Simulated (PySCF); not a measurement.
Simulated P 2p region for `N[Si@@H](O)P`, binding energy against the vacuum level.

Every computed line was given a Gaussian of 0.8 eV full width at half maximum and an area set by the number of equivalent atoms (split 2:1 within a doublet); the highest printed point is 100. Computed, not measured: PySCF 2.14.0, delta-SCF UKS SCAN, pcX-2 on the ionised atom, pcseg-1 elsewhere, spin-free X2C.

binding energy (eV), intensity and a bar:
```
    135.0          0 
    135.1          1 
    135.2          2 
    135.3          4 #
    135.4          7 ##
    135.5         14 ####
    135.6         24 #######
    135.7         37 ###########
    135.8         54 ################
    135.9         72 #####################
    136.0         87 ##########################
    136.1         97 #############################
    136.2        100 ##############################
    136.3         96 #############################
    136.4         86 ##########################
    136.5         74 ######################
    136.6         64 ###################
    136.7         57 #################
    136.8         54 ################
    136.9         54 ################
    137.0         53 ################
    137.1         51 ###############
    137.2         46 ##############
    137.3         39 ############
    137.4         30 #########
    137.5         22 ######
    137.6         14 ####
    137.7          8 ##
    137.8          5 #
    137.9          2 #
    138.0          1 
    138.1          0 
    138.2          0
```

Task: Count the maxima, the lines and the sites behind this envelope.

Result: The curve has 1 maximum (at 136.2 eV). Under it lie 2 lines from 1 inequivalent phosphorus site, drawn as a 2p3/2, 2p1/2 pair. At this width some lines have no maximum of their own.

Task: Decompose the envelope and assign each component. Numbering: `[NH2:1][Si@@H:2]([OH:3])[PH2:4]`.

Result: 
```csv
position (eV),relative area,line,atoms,environment
136.17,0.67,P 2p3/2,P4,three-coordinate phosphorus
137.06,0.33,P 2p1/2,P4,three-coordinate phosphorus
```

Task: What are the centre and the root-mean-square width of the whole band?

Result: The area-weighted mean of the lines is 136.47 eV. Their own spread about it is 0.42 eV (rms) and each Gaussian has σ = 0.8/2.355 = 0.34 eV; the variances add, which gives 0.54 eV.

Shake-up satellites, vibrational structure and lifetime widths aren't simulated. For 2p shells one spin-free hole was relaxed; a mean-field spin–orbit operator and the ground-state splitting of the three 2p orbitals were then diagonalised within the shell. The shell's mean is (2 × 2p3/2 + 2p1/2)/3, and the degeneracies 2j + 1 give areas of 2:1. 2p1/2 minus 2p3/2 (ligand field included): P 0.89 eV. Geometry: PBE0-D3(BJ)/def2-SVP, one conformer, isolated molecule.

Shape of the structure used: `[NH2:1][Si@@H:2]([OH:3])[PH2:4]`: H–N1–Si2–O3 -83°, H–N1–Si2–O3 71°, H–O3–Si2–N1 59°, H–P4–Si2–N1 79°, H–P4–Si2–N1 174°.
